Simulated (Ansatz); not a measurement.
Ansatz (a first-principles code) input (B3LYP-D3(BJ)/def2-TZVP):

Ansatz 0.2 input:
```yaml
crystal:
  periodic: [false, false, false]
  atoms:
    - {symbol: Nb, position_ang: [0.09653391, 0.17028251, 0.10471383]}
    - {symbol: O, position_ang: [1.33680250, -0.58549825, -0.83735844]}
    - {symbol: O, position_ang: [-0.73449443, -1.14642288, 1.24369919]}
    - {symbol: O, position_ang: [-1.09704438, 0.85922325, -0.94299911]}
basis:
  gaussian:
    orbitals: def2-TZVP
hamiltonian:
  xc: b3lyp
  dispersion: d3bj
magnetization: {spin_polarized: true, initial_magnetization: 1}
phonons: {temperatures: {t_min: 298.15, t_max: 298.15, t_step: 100}}
```

Output:

```
Functional definition: B3LYP
integrals: 0.05 GiB planned
824 factors; their error is unknown
mean field: 0.57 GiB planned
mean field evaluation 1: about -7675.2182 eV, gradient 7.6e1 eV
mean field evaluation 2: about -7328.1170 eV, gradient 2.6e2 eV
mean field evaluation 4: about -7675.8859 eV, gradient 6.8e1 eV
mean field evaluation 8: about -7695.5566 eV, gradient 4.5e-1 eV
mean field evaluation 16: about -7695.5895 eV, gradient 3.0e-3 eV
mean field evaluation 32: about -7695.3326 eV, gradient 5.3e0 eV
mean field -7695.58954421 eV, -282.8076994917 hartree, gradient 3.3e-6 eV, S^2 0.761018; 2 other end points of the search recorded, 0 dependent functions left out
the calculation of the forces begins
reference -7695.58981316 eV, -282.8077093755 hartree; 19, 18 occupied and 114, 115 virtual orbitals, 824 factors
these checks for a lower state are left out or cut short: stability, starts, cluster_reference, orbital_swaps, neighbouring_geometries, increment
integrals: 0.05 GiB planned
824 factors; their error is unknown
mean field: 0.57 GiB planned
mean field -7695.58949253 eV, -282.8076975926 hartree, gradient 2.5e-6 eV, S^2 0.760962; 0 other end points of the search recorded, 0 dependent functions left out
the calculation of the forces begins
reference -7695.58976155 eV, -282.8077074788 hartree; 19, 18 occupied and 114, 115 virtual orbitals, 824 factors
these checks for a lower state are left out or cut short: stability, starts, cluster_reference, orbital_swaps, neighbouring_geometries, increment
integrals: 0.05 GiB planned
824 factors; their error is unknown
mean field: 0.57 GiB planned
mean field -7695.58948809 eV, -282.8076974295 hartree, gradient 1.8e-6 eV, S^2 0.761076; 0 other end points of the search recorded, 0 dependent functions left out
the calculation of the forces begins
reference -7695.58975698 eV, -282.8077073108 hartree; 19, 18 occupied and 114, 115 virtual orbitals, 824 factors
these checks for a lower state are left out or cut short: stability, starts, cluster_reference, orbital_swaps, neighbouring_geometries, increment
integrals: 0.05 GiB planned
824 factors; their error is unknown
mean field: 0.57 GiB planned
mean field -7695.58939480 eV, -282.8076940011 hartree, gradient 2.6e-6 eV, S^2 0.760886; 0 other end points of the search recorded, 0 dependent functions left out
the calculation of the forces begins
reference -7695.58966368 eV, -282.8077038824 hartree; 19, 18 occupied and 114, 115 virtual orbitals, 824 factors
these checks for a lower state are left out or cut short: stability, starts, cluster_reference, orbital_swaps, neighbouring_geometries, increment
integrals: 0.05 GiB planned
824 factors; their error is unknown
mean field: 0.57 GiB planned
mean field evaluation 64: about -7695.5574 eV, gradient 3.5e-1 eV
mean field -7695.58939647 eV, -282.8076940625 hartree, gradient 2.7e-6 eV, S^2 0.761162; 0 other end points of the search recorded, 0 dependent functions left out
the calculation of the forces begins
reference -7695.58966549 eV, -282.8077039488 hartree; 19, 18 occupied and 114, 115 virtual orbitals, 824 factors
these checks for a lower state are left out or cut short: stability, starts, cluster_reference, orbital_swaps, neighbouring_geometries, increment
integrals: 0.05 GiB planned
824 factors; their error is unknown
mean field: 0.57 GiB planned
mean field -7695.58949818 eV, -282.8076978002 hartree, gradient 2.2e-6 eV, S^2 0.761085; 0 other end points of the search recorded, 0 dependent functions left out
the calculation of the forces begins
reference -7695.58976714 eV, -282.8077076842 hartree; 19, 18 occupied and 114, 115 virtual orbitals, 824 factors
these checks for a lower state are left out or cut short: stability, starts, cluster_reference, orbital_swaps, neighbouring_geometries, increment
integrals: 0.05 GiB planned
824 factors; their error is unknown
mean field: 0.57 GiB planned
mean field -7695.58944886 eV, -282.8076959877 hartree, gradient 2.4e-6 eV, S^2 0.760953; 0 other end points of the search recorded, 0 dependent functions left out
the calculation of the forces begins
reference -7695.58971781 eV, -282.8077058713 hartree; 19, 18 occupied and 114, 115 virtual orbitals, 824 factors
these checks for a lower state are left out or cut short: stability, starts, cluster_reference, orbital_swaps, neighbouring_geometries, increment
integrals: 0.05 GiB planned
824 factors; their error is unknown
mean field: 0.57 GiB planned
mean field -7695.58951155 eV, -282.8076982914 hartree, gradient 1.8e-6 eV, S^2 0.760968; 0 other end points of the search recorded, 0 dependent functions left out
the calculation of the forces begins
reference -7695.58978046 eV, -282.8077081739 hartree; 19, 18 occupied and 114, 115 virtual orbitals, 824 factors
these checks for a lower state are left out or cut short: stability, starts, cluster_reference, orbital_swaps, neighbouring_geometries, increment
integrals: 0.05 GiB planned
824 factors; their error is unknown
mean field: 0.57 GiB planned
mean field evaluation 96: about -7695.5895 eV, gradient 3.7e-4 eV
mean field -7695.58952094 eV, -282.8076986365 hartree, gradient 2.0e-6 eV, S^2 0.761070; 0 other end points of the search recorded, 0 dependent functions left out
the calculation of the forces begins
reference -7695.58978992 eV, -282.8077085215 hartree; 19, 18 occupied and 114, 115 virtual orbitals, 824 factors
these checks for a lower state are left out or cut short: stability, starts, cluster_reference, orbital_swaps, neighbouring_geometries, increment
integrals: 0.05 GiB planned
824 factors; their error is unknown
mean field: 0.57 GiB planned
mean field -7695.58948383 eV, -282.8076972729 hartree, gradient 1.8e-6 eV, S^2 0.760958; 0 other end points of the search recorded, 0 dependent functions left out
the calculation of the forces begins
reference -7695.58975274 eV, -282.8077071553 hartree; 19, 18 occupied and 114, 115 virtual orbitals, 824 factors
these checks for a lower state are left out or cut short: stability, starts, cluster_reference, orbital_swaps, neighbouring_geometries, increment
integrals: 0.05 GiB planned
824 factors; their error is unknown
mean field: 0.57 GiB planned
mean field -7695.58950711 eV, -282.8076981285 hartree, gradient 1.7e-6 eV, S^2 0.761080; 0 other end points of the search recorded, 0 dependent functions left out
the calculation of the forces begins
reference -7695.58977610 eV, -282.8077080137 hartree; 19, 18 occupied and 114, 115 virtual orbitals, 824 factors
these checks for a lower state are left out or cut short: stability, starts, cluster_reference, orbital_swaps, neighbouring_geometries, increment
integrals: 0.05 GiB planned
824 factors; their error is unknown
mean field: 0.57 GiB planned
mean field -7695.58948670 eV, -282.8076973783 hartree, gradient 1.4e-6 eV, S^2 0.761096; 0 other end points of the search recorded, 0 dependent functions left out
the calculation of the forces begins
reference -7695.58975564 eV, -282.8077072615 hartree; 19, 18 occupied and 114, 115 virtual orbitals, 824 factors
these checks for a lower state are left out or cut short: stability, starts, cluster_reference, orbital_swaps, neighbouring_geometries, increment
integrals: 0.05 GiB planned
824 factors; their error is unknown
mean field: 0.57 GiB planned
mean field evaluation 128: about -7695.5895 eV, gradient 1.1e-6 eV
mean field -7695.58952502 eV, -282.8076987867 hartree, gradient 1.1e-6 eV, S^2 0.760942; 0 other end points of the search recorded, 0 dependent functions left out
the calculation of the forces begins
reference -7695.58979399 eV, -282.8077086711 hartree; 19, 18 occupied and 114, 115 virtual orbitals, 824 factors
these checks for a lower state are left out or cut short: stability, starts, cluster_reference, orbital_swaps, neighbouring_geometries, increment
integrals: 0.05 GiB planned
824 factors; their error is unknown
mean field: 0.57 GiB planned
mean field -7695.58951571 eV, -282.8076984443 hartree, gradient 2.0e-6 eV, S^2 0.761066; 0 other end points of the search recorded, 0 dependent functions left out
the calculation of the forces begins
reference -7695.58978467 eV, -282.8077083287 hartree; 19, 18 occupied and 114, 115 virtual orbitals, 824 factors
these checks for a lower state are left out or cut short: stability, starts, cluster_reference, orbital_swaps, neighbouring_geometries, increment
integrals: 0.05 GiB planned
824 factors; their error is unknown
mean field: 0.57 GiB planned
mean field -7695.58955115 eV, -282.8076997468 hartree, gradient 1.8e-6 eV, S^2 0.760971; 0 other end points of the search recorded, 0 dependent functions left out
the calculation of the forces begins
reference -7695.58982009 eV, -282.8077096300 hartree; 19, 18 occupied and 114, 115 virtual orbitals, 824 factors
Total energy: -7695.72588369 eV, -282.8127098752 hartree
Atom 0 at     0.096534     0.170283     0.104714 Å, force     0.000082     0.000126    -0.000161 eV/Å
Atom 1 at     1.336802    -0.585498    -0.837358 Å, force    -0.000102     0.000115    -0.000045 eV/Å
Atom 2 at    -0.734494    -1.146423     1.243699 Å, force    -0.000133    -0.000206     0.000241 eV/Å
Atom 3 at    -1.097044     0.859223    -0.942999 Å, force     0.000153    -0.000036    -0.000034 eV/Å
Dipole moment:     0.375156     0.689487     0.786110 e Å
Vibrations: 165.54 197.85 307.97 590.78 899.90 968.85 cm⁻¹, zero-point energy 0.194091 eV
```

The spin state was set by rule; other spins were not relaxed.
